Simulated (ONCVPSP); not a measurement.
# zirconium, ONCV: configuration errors across variants

```json
{
  "Element": "Zr",
  "Generator": "ONCVPSP 4.0.1",
  "Type": "optimised norm-conserving Vanderbilt (ONCV)",
  "Functional": "PBE",
  "Relativity": "scalar-relativistic",
  "Frozen core": "[Ar] 3d10 4s2",
  "Valence charge": "10",
  "Reference configuration": "4p6 4d2 5s2",
  "Partial waves": "5s: rc 3.00 bohr, ncon 5, nbas 10, qcut 2.4 1/bohr, 2 projectors, debl 2.5 Ha; 4p: rc 1.90 bohr, ncon 5, nbas 10, qcut 8.3 1/bohr, 2 projectors, debl 3.8 Ha; 4d: rc 2.30 bohr, ncon 4, nbas 9, qcut 8.1 1/bohr, 2 projectors, debl 3.1 Ha; f scattering state at 0.04 Ha: rc 2.90 bohr, ncon 3, nbas 8, qcut 3.5 1/bohr, 1 projector",
  "Local potential": "polynomial inside 1.80 bohr (lpopt 5, dvloc0 3 Ha)",
  "Core correction": "Teter function fitted to the true core (icmod 2), fcfact 0.5"
}
```

All-electron excitation energies from the reference (eV): (1) 4p6 4d2 5s1 7.137; (2) 4p6 4d2 5s0 20.078; (3) 4p6 4d3 5s1 1.195.

2 further variants failed, have other tests or another functional or relativity, and are left out.

A true bound ghost makes a file unfit for plane-wave use even where its test errors are small: the radial tests pick states by their node count and pass the ghost by.

Errors AE − PS in meV (a dash: test not solved or not reliable):

```tsv
change	(1)	(2)	(3)	bound ghosts	GHOST(+) flags above zero
base	-4.1	-10	-33	none	s
d: rc 2.78	-3.5	-7.8	-25	none	s
core correction Teter function, fcfact 3.5, rcfact 1.55	-4.2	-10	-33	none	s
d: debl 3.9	-4.1	-10	-33	none	s
f: qcut 3.8	-4.1	-10	-33	none	s
s: qcut 2	-3.6	-8.0	-29	none	s
local potential polynomial inside 1.25 bohr (lpopt 5, dvloc0 -1 Ha)	-4.4	-10	-33	s	s, f
```

Question: Give the same row for: local potential polynomial inside 1.80 bohr (lpopt 5, dvloc0 6.5 Ha).

Answer: -4.3, -10, -33; bound ghosts: none; GHOST(+) flags above zero: s.
